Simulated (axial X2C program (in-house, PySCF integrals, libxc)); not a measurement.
**NaCd⁺ with a deliberately poor setting**

Computed with an in-house relativistic program for diatomic molecules.

Input file and command:
```json
{"zs": [48, 11], "q": 1, "bas": ["dyall-v3z", "dyall-v3z"], "levels": ["PBE0", "HF", "B3LYP", "TPSS"], "cc": false, "r0": 2.91, "npts": 10, "nst": 2, "ntry": 6, "opt": {"nrad": 30, "nth": 6}}
```
```bash
python so2c.py task.json out
```

Keys: zs atomic numbers; q charge; bas basis sets; levels methods; cc coupled cluster on or off; r0 starting distance in Å; npts points on the curve; nst determinants followed; ntry starts of the search; nrad radial grid points; nth angular grid points. HF also brings MP2.

Question: One numerical setting was spoiled on purpose. Which, and what came out?

Answer: Integration grid too coarse. The grid acts on the functional rows and the state search only. States: spin-free M_S = 0, Λ = 0; 2c Ω = 0. The apparent results, which are not to be taken for properties of NaCd⁺:

| Hamiltonian | level | points converged | Re (Å) | ωe (cm⁻¹) | De (eV) | curve-fit residual (μEh) |
| --- | --- | --- | --- | --- | --- | --- |
| spin-free | PBE0 | 10 of 10 | 3.196 | 134 | 0.43 | 0.7 |
| spin-free | HF | 10 of 10 | 3.256 | 111 | 0.44 | 0.003 |
| spin-free | MP2 | 10 of 10 | 3.092 | 120 | 0.39 | 0.075 |
| spin-free | B3LYP | 10 of 10 | 3.195 | 133 | 0.40 | 0.18 |
| spin-free | TPSS | 10 of 10 | 3.234 | 134 | 0.42 | 1.6 |
| 2c | PBE0 | 10 of 10 | 3.196 | 134 | 0.43 | 0.71 |
| 2c | HF | 10 of 10 | 3.256 | 111 | 0.44 | 0.003 |
| 2c | MP2 | 10 of 10 | 3.093 | 120 | 0.39 | 0.075 |
| 2c | B3LYP | 10 of 10 | 3.195 | 133 | 0.40 | 0.19 |
| 2c | TPSS | 10 of 10 | 3.235 | 134 | 0.42 | 1.6 |
